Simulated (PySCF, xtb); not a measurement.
1-fluoro-1-methylcyclopropane (C4H7F), SMILES CC1(F)CC1.

Coordinates come from a PBE-D3(BJ)/def2-SVP optimisation.

Level of theory: PySCF with IEF-PCM-M06-2X/def2-SVP.

The values are the electrostatic part of the solvation free energy, E(continuum) − E(gas) at the gas-phase geometry, in a cavity of scaled van der Waals radii (PySCF's table); cavitation and dispersion terms are not included. In vacuum the orbital gap is 11.69 eV. The dipole moment in vacuum is 1.73 D.

Computed values in water (ε = 78.36), acetone (ε = 20.49), ethylethanoate (ε = 5.99):
| solvent | ε | ΔG(elec) (kcal/mol) | dipole (D) | gap (eV) |
|---|---|---|---|---|
| water | 78.36 | -2.7 | 2.19 | 11.95 |
| acetone | 20.49 | -2.6 | 2.16 | 11.94 |
| ethylethanoate | 5.99 | -2.1 | 2.07 | 11.89 |

For comparison, GFN2-xTB/ALPB(water) (xtb, at the GFN2-xTB geometry, all terms of that model) gives -2.4 kcal/mol.
